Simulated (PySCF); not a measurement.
**Radial density of Tc⁺ (technetium, charge +1)**

UHF, [Kr] 4d5 5s1, high-spin 7S determinant. Calculation: PySCF 2.14, in def2-TZVPPD with the def2 core potential (28 electrons); a scalar-relativistic core potential. This is the valence pseudo-density: the core potential removes the inner electrons and smooths the orbitals near the nucleus.

```csv
r (bohr),4πr²ρ (e/bohr),4πr²(ρα − ρβ)
0.0695,4.472e-05,0.0000
0.117,0.0002947,0.0000
0.197,0.003339,0.0009
0.331,0.08130,0.0204
0.557,2.291,0.3910
0.936,11.91,2.5934
1.57,6.585,3.1933
2.65,1.276,1.1770
4.45,0.1643,0.1641
7.49,0.002040,0.0020
```

Energies and moments cover only the electrons outside the core potential.
